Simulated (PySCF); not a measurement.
C₅H₇F, SMILES C=C/C=C(/C)F.

Coordinates come from a PBE0-D3(BJ)/def2-SVP optimisation. The values are those of a single conformer.

These are PBE0-D3(BJ)/def2-SVP (PySCF) values and carry that method's errors.

No scaling factor is applied to the harmonic values.

Computed normal modes with their intensities:
```json
[
 {"mode": "1", "ν (cm⁻¹)": "135", "IR (km/mol)": "0.5", "Raman (Å⁴/amu)": "3.0", "depolarisation": "0.75", "moving atoms (share of kinetic energy)": "C 64 %, H 34 %"},
 {"mode": "2", "ν (cm⁻¹)": "177", "IR (km/mol)": "3.1", "Raman (Å⁴/amu)": "1.0", "depolarisation": "0.74", "moving atoms (share of kinetic energy)": "C 51 %, F 27 %, H 22 %"},
 {"mode": "3", "ν (cm⁻¹)": "192", "IR (km/mol)": "1.8", "Raman (Å⁴/amu)": "2.2", "depolarisation": "0.75", "moving atoms (share of kinetic energy)": "H 73 %, C 18 %, F 9 %"},
 {"mode": "4", "ν (cm⁻¹)": "226", "IR (km/mol)": "1.1", "Raman (Å⁴/amu)": "3.6", "depolarisation": "0.75", "moving atoms (share of kinetic energy)": "H 67 %, C 33 %"},
 {"mode": "5", "ν (cm⁻¹)": "369", "IR (km/mol)": "0.6", "Raman (Å⁴/amu)": "5.5", "depolarisation": "0.35", "moving atoms (share of kinetic energy)": "C 46 %, F 32 %, H 22 %"},
 {"mode": "6", "ν (cm⁻¹)": "420", "IR (km/mol)": "0.9", "Raman (Å⁴/amu)": "2.2", "depolarisation": "0.39", "moving atoms (share of kinetic energy)": "C 51 %, H 35 %, F 15 %"},
 {"mode": "7", "ν (cm⁻¹)": "529", "IR (km/mol)": "0.8", "Raman (Å⁴/amu)": "3.6", "depolarisation": "0.75", "moving atoms (share of kinetic energy)": "C 62 %, H 32 %"},
 {"mode": "8", "ν (cm⁻¹)": "586", "IR (km/mol)": "1.8", "Raman (Å⁴/amu)": "5.3", "depolarisation": "0.28", "moving atoms (share of kinetic energy)": "C 70 %, H 17 %, F 12 %"},
 {"mode": "9", "ν (cm⁻¹)": "699", "IR (km/mol)": "7.7", "Raman (Å⁴/amu)": "6.9", "depolarisation": "0.75", "moving atoms (share of kinetic energy)": "H 65 %, C 34 %"},
 {"mode": "10", "ν (cm⁻¹)": "877", "IR (km/mol)": "0.5", "Raman (Å⁴/amu)": "5.3", "depolarisation": "0.75", "moving atoms (share of kinetic energy)": "H 73 %, C 27 %"},
 {"mode": "11", "ν (cm⁻¹)": "896", "IR (km/mol)": "26.4", "Raman (Å⁴/amu)": "1.7", "depolarisation": "0.21", "moving atoms (share of kinetic energy)": "C 41 %, H 33 %, F 25 %"},
 {"mode": "12", "ν (cm⁻¹)": "927", "IR (km/mol)": "47.1", "Raman (Å⁴/amu)": "7.5", "depolarisation": "0.75", "moving atoms (share of kinetic energy)": "H 69 %, C 31 %"},
 {"mode": "13", "ν (cm⁻¹)": "967", "IR (km/mol)": "15.6", "Raman (Å⁴/amu)": "1.4", "depolarisation": "0.47", "moving atoms (share of kinetic energy)": "H 54 %, C 31 %, F 14 %"},
 {"mode": "14", "ν (cm⁻¹)": "1027", "IR (km/mol)": "20.7", "Raman (Å⁴/amu)": "4.5", "depolarisation": "0.35", "moving atoms (share of kinetic energy)": "H 66 %, C 33 %"},
 {"mode": "15", "ν (cm⁻¹)": "1040", "IR (km/mol)": "7.4", "Raman (Å⁴/amu)": "2.7", "depolarisation": "0.75", "moving atoms (share of kinetic energy)": "H 85 %, C 15 %"},
 {"mode": "16", "ν (cm⁻¹)": "1051", "IR (km/mol)": "14.4", "Raman (Å⁴/amu)": "0.9", "depolarisation": "0.75", "moving atoms (share of kinetic energy)": "H 66 %, C 34 %"},
 {"mode": "17", "ν (cm⁻¹)": "1185", "IR (km/mol)": "15.6", "Raman (Å⁴/amu)": "9.2", "depolarisation": "0.56", "moving atoms (share of kinetic energy)": "C 62 %, H 34 %"},
 {"mode": "18", "ν (cm⁻¹)": "1228", "IR (km/mol)": "10.9", "Raman (Å⁴/amu)": "50.3", "depolarisation": "0.40", "moving atoms (share of kinetic energy)": "H 62 %, C 37 %"},
 {"mode": "19", "ν (cm⁻¹)": "1295", "IR (km/mol)": "14.0", "Raman (Å⁴/amu)": "11.7", "depolarisation": "0.38", "moving atoms (share of kinetic energy)": "H 72 %, C 27 %"},
 {"mode": "20", "ν (cm⁻¹)": "1348", "IR (km/mol)": "39.6", "Raman (Å⁴/amu)": "45.2", "depolarisation": "0.40", "moving atoms (share of kinetic energy)": "H 56 %, C 39 %"},
 {"mode": "21", "ν (cm⁻¹)": "1410", "IR (km/mol)": "56.3", "Raman (Å⁴/amu)": "20.6", "depolarisation": "0.49", "moving atoms (share of kinetic energy)": "H 53 %, C 45 %"},
 {"mode": "22", "ν (cm⁻¹)": "1431", "IR (km/mol)": "27.8", "Raman (Å⁴/amu)": "1.3", "depolarisation": "0.35", "moving atoms (share of kinetic energy)": "H 82 %, C 18 %"},
 {"mode": "23", "ν (cm⁻¹)": "1436", "IR (km/mol)": "9.6", "Raman (Å⁴/amu)": "14.3", "depolarisation": "0.75", "moving atoms (share of kinetic energy)": "H 96 %"},
 {"mode": "24", "ν (cm⁻¹)": "1459", "IR (km/mol)": "1.0", "Raman (Å⁴/amu)": "81.2", "depolarisation": "0.49", "moving atoms (share of kinetic energy)": "H 86 %, C 14 %"},
 {"mode": "25", "ν (cm⁻¹)": "1706", "IR (km/mol)": "0.6", "Raman (Å⁴/amu)": "67.1", "depolarisation": "0.24", "moving atoms (share of kinetic energy)": "C 88 %, H 12 %"},
 {"mode": "26", "ν (cm⁻¹)": "1786", "IR (km/mol)": "127.5", "Raman (Å⁴/amu)": "475.0", "depolarisation": "0.29", "moving atoms (share of kinetic energy)": "C 94 %"},
 {"mode": "27", "ν (cm⁻¹)": "3054", "IR (km/mol)": "17.3", "Raman (Å⁴/amu)": "345.8", "depolarisation": "0.09", "moving atoms (share of kinetic energy)": "H 97 %"},
 {"mode": "28", "ν (cm⁻¹)": "3133", "IR (km/mol)": "4.6", "Raman (Å⁴/amu)": "155.0", "depolarisation": "0.75", "moving atoms (share of kinetic energy)": "H 91 %, C 9 %"},
 {"mode": "29", "ν (cm⁻¹)": "3163", "IR (km/mol)": "3.7", "Raman (Å⁴/amu)": "81.8", "depolarisation": "0.11", "moving atoms (share of kinetic energy)": "H 95 %"},
 {"mode": "30", "ν (cm⁻¹)": "3191", "IR (km/mol)": "3.7", "Raman (Å⁴/amu)": "62.3", "depolarisation": "0.64", "moving atoms (share of kinetic energy)": "H 91 %, C 9 %"},
 {"mode": "31", "ν (cm⁻¹)": "3195", "IR (km/mol)": "1.4", "Raman (Å⁴/amu)": "119.2", "depolarisation": "0.30", "moving atoms (share of kinetic energy)": "H 91 %, C 9 %"},
 {"mode": "32", "ν (cm⁻¹)": "3213", "IR (km/mol)": "7.4", "Raman (Å⁴/amu)": "32.0", "depolarisation": "0.29", "moving atoms (share of kinetic energy)": "H 92 %, C 8 %"},
 {"mode": "33", "ν (cm⁻¹)": "3269", "IR (km/mol)": "6.0", "Raman (Å⁴/amu)": "98.7", "depolarisation": "0.63", "moving atoms (share of kinetic energy)": "H 89 %, C 11 %"}
]
```
